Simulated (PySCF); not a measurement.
# Orbital levels and atomic charges: C17H28

System: C17H28 (nanocrystal C).

Cartesian coordinates (Å):
```
  1 C    -2.369   -0.080    1.383
  2 C    -2.256   -0.125   -0.151
  3 C    -2.261    1.305   -0.689
  4 C    -3.600    2.078    1.288
  5 C    -3.528    2.037   -0.247
  6 C    -2.374    1.370    1.863
  7 C     4.089   -0.929   -0.776
  8 C     1.543   -0.891   -0.771
  9 C     2.849   -3.076   -0.776
 10 C    -1.002   -0.862   -0.631
 11 C     2.832   -0.191   -0.321
 12 C     4.090   -2.361   -0.260
 13 C     0.298   -0.172   -0.206
 14 C     1.582   -2.357   -0.321
 15 C     0.245    1.299   -0.631
 16 C    -1.115    2.091    1.383
 17 C    -1.020    2.017   -0.151
 18 H    -3.291   -0.565    1.710
 19 H    -1.541   -0.620    1.844
 20 H    -3.125   -0.653   -0.562
 21 H    -2.220    1.282   -1.783
 22 H    -3.626    3.109    1.645
 23 H    -4.506    1.584    1.644
 24 H    -3.517    3.049   -0.657
 25 H    -4.399    1.523   -0.658
 26 H    -2.416    1.394    2.957
 27 H     4.127   -0.939   -1.868
 28 H     4.972   -0.396   -0.415
 29 H     1.496   -0.864   -1.866
 30 H     2.877   -3.105   -1.868
 31 H     2.829   -4.108   -0.416
 32 H    -1.029   -0.927   -1.722
 33 H    -1.036   -1.877   -0.233
 34 H     2.834   -0.121    0.770
 35 H     2.866    0.821   -0.724
 36 H     4.992   -2.882   -0.589
 37 H     4.083   -2.358    0.833
 38 H     0.372   -0.215    0.884
 39 H     0.722   -2.893   -0.724
 40 H     1.522   -2.394    0.770
 41 H     0.287    1.355   -1.722
 42 H     1.107    1.836   -0.233
 43 H    -1.157    3.132    1.710
 44 H    -0.234    1.644    1.844
 45 H    -0.997    3.033   -0.561
```

Method: PBE0/6-31G*, gas phase, PySCF, fitting set def2-universal-JFIT up to Ne and JKFIT beyond, grid level 1.

Give the orbital energies near the gap.


```
orbital     eV
 HOMO-4  -8.07
 HOMO-3  -7.93
 HOMO-2  -7.68
 HOMO-1  -7.36
   HOMO  -7.27
   LUMO   2.27
 LUMO+1   2.70
 LUMO+2   2.82
 LUMO+3   3.37
```

Give the partial charges of the non-hydrogen atoms.


| atom | Mulliken | IAO | Hirshfeld |
| --- | --- | --- | --- |
| C1 | -0.34 | -0.27 | -0.06 |
| C2 | -0.13 | -0.11 | -0.02 |
| C3 | -0.15 | -0.11 | -0.02 |
| C4 | -0.33 | -0.26 | -0.06 |
| C5 | -0.33 | -0.26 | -0.06 |
| C6 | -0.15 | -0.10 | -0.02 |
| C7 | -0.33 | -0.25 | -0.06 |
| C8 | -0.12 | -0.10 | -0.01 |
| C9 | -0.33 | -0.25 | -0.06 |
| C10 | -0.34 | -0.25 | -0.06 |
| C11 | -0.33 | -0.25 | -0.06 |
| C12 | -0.32 | -0.25 | -0.06 |
| C13 | -0.13 | -0.10 | -0.02 |
| C14 | -0.33 | -0.25 | -0.06 |
| C15 | -0.34 | -0.25 | -0.06 |
| C16 | -0.34 | -0.27 | -0.06 |
| C17 | -0.13 | -0.11 | -0.02 |
